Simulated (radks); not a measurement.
Results of a calculation; reference values are marked as such.
Species: La53+. Configuration: [He] 2s2 (the NIST ground configuration). Code: a radial shooting solver on a logarithmic mesh with Libxc functionals. Model: Dirac Kohn-Sham, PBE, spin-unpolarised, spherical densities, point nucleus.

Radial electron density D(r) = 4 pi r^2 rho(r):

r (bohr)  D(r) (e/bohr)
0.00189           7.417
0.002272          9.919
0.002753          13.31
0.003336          17.64
0.004009          22.81
0.004858          29.32
0.005886          36.91
0.007132          45.29
0.008573          53.52
0.01039           61.41
0.01259           67.29
0.01513           69.70
0.01833           67.64
0.02221           60.45
0.0267            49.58
0.03235           36.48
0.0392            25.08
0.04712           18.66
0.05709           17.61
0.06917           20.21
0.08315           22.26
0.1007            20.64
0.1221            15.00
0.1467            8.459
0.1778            3.368
0.2154           0.9100
0.259            0.1686
0.3138          0.01694

D(r) has 2 maxima, at r = 0.0154, 0.0859 bohr, and minima at 0.0536 bohr, inside which lie 2.09 electrons.
